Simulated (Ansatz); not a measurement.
Gas-phase electronic energies from Ansatz, PBE0-D4/def2-TZVP geometries. CCSD(T)/CBS is the MP2 limit (def2-TZVPP, def2-QZVPP) plus CCSD(T) − MP2 in def2-TZVPP, frozen cores. DFT in def2-TZVPP. For Ge, Zn outer-core shells are correlated without core-valence functions, which leaves a few kJ/mol of doubt a bond. Scalar relativity is left out up to krypton. Each species was taken in one conformer, which may not be the lowest.

Reaction (redistribution): `O[SiH2][Zn][SiH3]` + `B[O][GeH3]` → `O[SiH2][O][GeH3]` + `[BH2][Zn][SiH3]`

Question: Is it downhill or uphill in electronic energy at CCSD(T)/CBS, and by how much? (Estimate.)

Answer: Computed: Uphill: ΔE = +11.2 kcal/mol.

Question: What do these levels give: r2SCAN-D4, ωB97M-V, r2SCAN, HF/def2-TZVPP, MP2/def2-TZVPP, MP2/CBS(def2)? (An estimate is asked.)

Answer: Ansatz gave: r2SCAN-D4 13.5, ωB97M-V 12.2, r2SCAN 13.6, HF/def2-TZVPP 8.7, MP2/def2-TZVPP 10.5, MP2/CBS(def2) 10.7 kcal/mol.

Largest T1 diagnostic among the species: 0.014.

In def2-TZVPP, CCSD(T) changes the Hartree–Fock value by +2.3 kcal/mol (the triples alone add +0.7 kcal/mol) and MP2 by +1.8 kcal/mol. From PBE to PBE0 (25 % exact exchange), in def2-TZVPP and without D4, ΔE moves by −2.3 kcal/mol.
